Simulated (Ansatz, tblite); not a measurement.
Removing and adding an electron: `Fc1cc(-c2sc(-c3sc(S)cc3F)cc2F)sc1S`. Charge 0, multiplicity 1. Geometry: r2SCAN-D4/def2-SVP. Ansatz, gas phase; energy differences of separate SCF runs; the oxidised species was run as a doublet alone; the reduced species was run as a doublet alone.

```xyz
25

F     2.446   -5.458   -1.437
C     1.963   -4.450   -0.701
C     1.510   -3.237   -1.260
C     1.059   -2.357   -0.286
C     0.524   -1.035   -0.452
S    -0.019   -0.055    0.885
C    -0.458    1.276   -0.166
C    -1.008    2.490    0.365
S    -1.437    3.842   -0.655
C    -2.055    4.761    0.693
S    -2.620    6.411    0.508
C    -1.901    4.079    1.884
C    -1.309    2.812    1.681
F    -1.080    1.958    2.682
C    -0.193    0.964   -1.493
C     0.350   -0.324   -1.633
F     0.681   -0.830   -2.825
S     1.216   -3.063    1.313
C     1.878   -4.534    0.676
S     2.335   -5.871    1.710
H     1.514   -3.022   -2.328
H    -3.623    6.154   -0.367
H    -2.213    4.460    2.857
H    -0.381    1.632   -2.336
H     2.822   -6.603    0.683
```

The xTB rows come from tblite. Single mean-field runs in def2-TZVP are fitted with def2-universal-jkfit.

```csv
level,−HOMO (eV),vertical IE (eV),−LUMO (eV),vertical EA (eV),HOMO–LUMO gap (eV),IE − EA (eV),remarks
GFN2-xTB,10.23,11.99,8.54,6.71,1.69,5.28,–
PBE-D4/def2-TZVP,4.73,6.54,2.85,1.13,1.88,5.40,HOMO above zero (-1 doublet)
CAM-B3LYP-D4/def2-TZVP,6.62,6.98,1.41,1.11,5.21,5.87,–
```

**Question.** Estimate the rows for GFN1-xTB, PBE0-D4/def2-TZVP.

**Answer.** 
| level | −HOMO (eV) | vertical IE (eV) | −LUMO (eV) | vertical EA (eV) | HOMO–LUMO gap (eV) | IE − EA (eV) | remarks |
| --- | --- | --- | --- | --- | --- | --- | --- |
| GFN1-xTB | 10.45 | 12.42 | 8.70 | 6.70 | 1.75 | 5.72 | – |
| PBE0-D4/def2-TZVP | 5.57 | 6.80 | 2.30 | 1.15 | 3.27 | 5.65 | HOMO above zero (-1 doublet) |

Relaxing the reduced species (r2SCAN-D4/def2-SVP) changes its energy by -0.37 eV at PBE-D4/def2-TZVP, so the adiabatic electron affinity to this nearest minimum is 1.50 eV. At PBE0-D4/def2-TZVP it is 1.42 eV. The highest occupied level of the relaxed charge -1 doublet lies above zero (up to 0.19 eV). By energy differences its removal costs 1.50 eV (each at its own geometry, to the charge 0 singlet, at PBE-D4/def2-TZVP); self-interaction error and the lack of diffuse functions both raise the level.     A HOMO above zero means that the electron is unbound at that level or that self-interaction error raises the level; the energy of removing that electron tells which. Raw xTB energy differences between charge states are shifted by several eV; the methods need an empirical correction for them. Sets without diffuse functions give affinities that are too small.
